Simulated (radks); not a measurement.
Values are calculated unless marked as measured or tabulated.
Neutral xenon inside a hard spherical wall (all orbitals vanish at R), configuration held at [Xe] and not refilled when levels cross. Level of theory: scalar-relativistic Kohn-Sham, r2SCAN, spin-polarised, spherical densities, finite nucleus; meta-GGA in the generalised Kohn-Sham scheme; Fermi nuclear charge, rms radius 4.7859 fm (a radial shooting solver on a logarithmic mesh with Libxc functionals). Eigenvalues in eV for spin up, with the zero of energy where the potential of the charges vanishes at infinity; a dash marks a level that is unbound or too diffuse for the functional's potential to be trusted. A positive occupied level is held by the wall or, in an anion where self-interaction has pushed it up, behind a barrier. The pressure on the wall is -dE/dV.

[
 {"R (bohr)": "free", "E (hartree)": "-7448.02891", "kinetic (hartree)": "7832.280", "e(4p)": "-144.68", "e(4d)": "-60.636", "e(5s)": "-20.422", "e(5p)": "-8.585", "e(6s, empty)": "-", "e(5d, empty)": "-", "pressure (GPa)": "0"},
 {"R (bohr)": "20", "E (hartree)": "-7448.02891", "kinetic (hartree)": "7832.280", "e(4p)": "-144.68", "e(4d)": "-60.636", "e(5s)": "-20.422", "e(5p)": "-8.585", "e(6s, empty)": "-", "e(5d, empty)": "-", "pressure (GPa)": "< 0.0001"},
 {"R (bohr)": "15", "E (hartree)": "-7448.02891", "kinetic (hartree)": "7832.280", "e(4p)": "-144.68", "e(4d)": "-60.636", "e(5s)": "-20.422", "e(5p)": "-8.585", "e(6s, empty)": "-", "e(5d, empty)": "-", "pressure (GPa)": "< 0.0001"},
 {"R (bohr)": "6", "E (hartree)": "-7448.01313", "kinetic (hartree)": "7832.416", "e(4p)": "-144.11", "e(4d)": "-60.072", "e(5s)": "-19.977", "e(5p)": "-8.133", "e(6s, empty)": "5.506", "e(5d, empty)": "5.317", "pressure (GPa)": "1.66"},
 {"R (bohr)": "3.5", "E (hartree)": "-7447.03106", "kinetic (hartree)": "7837.433", "e(4p)": "-133.63", "e(4d)": "-49.889", "e(5s)": "-11.810", "e(5p)": "1.585", "e(6s, empty)": "43.151", "e(5d, empty)": "22.335", "pressure (GPa)": "337"},
 {"R (bohr)": "2.5", "E (hartree)": "-7441.65343", "kinetic (hartree)": "7858.201", "e(4p)": "-111.31", "e(4d)": "-28.625", "e(5s)": "13.132", "e(5p)": "32.211", "e(6s, empty)": "137.15", "e(5d, empty)": "65.827", "pressure (GPa)": "4830"},
 {"R (bohr)": "1.5", "E (hartree)": "-7380.65287", "kinetic (hartree)": "8054.459", "e(4p)": "-14.954", "e(4d)": "71.661", "e(5s)": "219.44", "e(5p)": "262.61", "e(6s, empty)": "666.70", "e(5d, empty)": "327.61", "pressure (GPa)": "199000"}
]
